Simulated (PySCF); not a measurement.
Choosing a molecule for a target property.

Each SMILES stands for a single optimised conformer of the isolated species, non-relativistic unless stated. Electronic properties by PySCF.

The conformers computed, where there is a choice (atom-mapped SMILES and torsion angles):
- `[CH3:1][CH2:2][C:3](=[O:4])/[CH:5]=[CH:6]/[SiH:7]([CH3:8])[CH3:9]`: C1–C2–C3–O4 1°, C2–C3–C5–C6 180°, C5–C6–Si7–C8 -173°
- `[CH3:1]/[CH:2]=[CH:3]/[C@@H:4]1[O:5][CH2:6][C@H:7]1[OH:8]`: C2–C3–C4–O5 179°, H–O8–C7–C6 50°
- `[PH2:1][SiH2:2][Si@@H:3]([PH2:4])[c:5]1[cH:6][cH:7][cH:8][s:9]1`: P1–Si2–Si3–P4 -66°, Si2–Si3–C5–C6 -76°, H–P1–Si2–Si3 -70°, H–P1–Si2–Si3 -163°, H–P4–Si3–Si2 40°, H–P4–Si3–Si2 133°
- `[CH3:1][CH2:2][CH:3]1[CH2:4][P:5]([C:6]([F:7])([F:8])[F:9])[CH2:10]1`: C1–C2–C3–C4 179°, C4–P5–C6–F7 -158°
- `[Cl:1][C:2]1=[CH:3][Si@@H:4]([CH:5]2[CH2:6][CH2:7]2)[CH:8]=[CH:9][SiH2:10]1`: C3–Si4–C5–C6 -83°

Question: Wanted: dipole moment below 2.2 D (PBE0/pcSseg-1) and HOMO–LUMO gap above 6 eV (PBE0/pcSseg-1), at GFN2-xTB geometries. Which candidate meets both?
A. `CCC(=O)/C=C/[SiH](C)C`
B. `ClC1=C[Si@@H](C2CC2)C=C[SiH2]1`
C. `[Si@H]([SiH2]P)(P)c1sccc1`
D. `C/C=C/[C@@H]1OC[C@H]1O`
E. `CCC1CP(C(F)(F)F)C1`

Answer: D. Computed values:
| species | dipole moment | HOMO–LUMO gap |
| --- | --- | --- |
| C/C=C/[C@@H]1OC[C@H]1O | 0.70 D | 7.12 eV |
| [Si@H]([SiH2]P)(P)c1sccc1 | 2.08 D | 5.87 eV |
| ClC1=C[Si@@H](C2CC2)C=C[SiH2]1 | 2.35 D | 6.49 eV |
| CCC(=O)/C=C/[SiH](C)C | 2.59 D | 5.48 eV |
| CCC1CP(C(F)(F)F)C1 | 2.87 D | 7.41 eV |
